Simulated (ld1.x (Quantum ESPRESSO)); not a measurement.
**Transferability test, ultrasoft potential for I (Z = 53)**

- Element: I
- Generator: ld1.x (Quantum ESPRESSO) 7.5
- Type: ultrasoft
- Functional: PBE
- Relativity: fully relativistic
- Frozen core: [Kr] 4d10
- Valence charge: 7
- Reference configuration: 5s2 5p5
- Partial waves: 5s (bound): rcut 1.65, rcutus 1.80 bohr; 5s channel at 0.6 Ry: rcut 1.65, rcutus 1.80 bohr; 5p (bound): rcut 1.75, rcutus 2.40 bohr; 5p channel at 1.6 Ry: rcut 1.75, rcutus 2.40 bohr; 5d channel at 0.25 Ry: rcut 1.65, rcutus 2.05 bohr; 5d channel at 1.4 Ry: rcut 1.65, rcutus 2.05 bohr
- Local potential: all-electron potential smoothed inside 2.25 bohr (lloc = -1)
- Core correction: Bessel-smoothed model core, default radius (core density twice the valence density)
- Augmentation charge: PSQ, radius 1.70 bohr

Open shells are filled in proportion to 2j + 1 (rel_dist='average').

Energies are relative to the spin-unpolarised reference configuration 5s2 5p5; without spin polarisation the order of configurations can differ from experiment.

```tsv
valence configuration	charge	ΔE all-electron (eV)	error AE − PS (meV)
5s2 5p4	+1	11.157	-3.3
5s2 5p2	+3	60.394	-88
5s2 5p5.3	-0.3	-1.791	-0.2
5s1 5p6	0	10.369	-12
5s2 5p4.5	+0.5	4.545	-0.6
```

(1) What are ΔE and the potential's error for 5s2 5p3?

(2) What are ΔE and the potential's error for 5s1 5p5?

Levels in the configuration 5s2 5p5.3:

| level | all-electron (eV) | pseudo (eV) |
| --- | --- | --- |
| 5s j=1/2 | -14.963 | -14.961 |
| 5p j=1/2 | -5.486 | -5.486 |
| 5p j=3/2 | -4.528 | -4.527 |

Note: ghost state, extra bound levels that the all-electron valence spectrum of the same l lacks: d5/2 at -6.5 eV. A true bound ghost makes a file unfit for plane-wave use.

## Answers

(1) ΔE = 31.032 eV all-electron; the error (AE − PS) is -24 meV.

(2) ΔE = 22.091 eV all-electron; the error (AE − PS) is -26 meV.
